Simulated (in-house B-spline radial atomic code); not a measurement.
RPA and G0W0 for Sc IV (Sc3+), [Ne] 3s2 3p6, as one setting changes: the radius of a hard wall (bohr). Start: Hartree-Fock. A dash marks a level of low quasi-particle weight. Computed with an all-electron radial atomic-structure program (B-spline basis): all electrons, non-relativistic, point nucleus, each spin shell either full or empty, empty states to l = 9 with an (l + 1/2)⁻⁴ tail; G0W0 by contour deformation at full frequency.

| radius of a hard wall (bohr) | mean-field level (eV) | G0W0 level (eV) | RPA correlation (Eh) |
| --- | --- | --- | --- |
| 2 | -58.54 | 3p -59.59 | -1.0783 |
| 2.5 | -69.68 | 3p -70.47 | -1.0516 |
| 3 | ? | ? | ? |
| 3.5 | ? | ? | ? |
| 4 | -73.56 | 3p -74.06 | -1.0423 |
| 5 | -73.59 | 3p -74.08 | -1.0422 |
| 6 | -73.60 | 3p -74.08 | -1.0421 |
| 8 | -73.60 | 3p -74.08 | -1.0419 |
| 12 | -73.60 | 3p -74.08 | -1.0418 |

**Question.** What belongs in the row for 3?

**Answer.** mean-field level (eV): -72.65; G0W0 level (eV): 3p -73.27; RPA correlation (Eh): -1.0444.

**Question.** What belongs in the row for 3.5?

**Answer.** mean-field level (eV): -73.39; G0W0 level (eV): 3p -73.92; RPA correlation (Eh): -1.0427.
